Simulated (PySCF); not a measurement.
Stepwise substitution at one centre (B OH-SH). Isolated molecules, 0 K electronic values unless said otherwise. One relaxed conformer stands for each flexible species; it need not be the lowest. Strings in code marks are SMILES.

Level of theory: PySCF 2.14.0 with PBE-D3(BJ)/def2-TZVP. All candidates: neutral, multiplicity 1. 

The HOMO–LUMO gap comes out as 6.61 eV and the LUMO is -0.79 eV. The HOMO is -7.41 eV.

Problem. Which member has these values?
A) `OB(S)S`
B) `SB(S)S`
C) `OB(O)S`
D) `OB(O)O`

Solution. D, `OB(O)O`. The others give `OB(S)S`: 5.16 eV, -1.08 eV, -6.23 eV; `SB(S)S`: 4.70 eV, -1.65 eV, -6.35 eV; `OB(O)S`: 5.26 eV, -0.86 eV, -6.12 eV
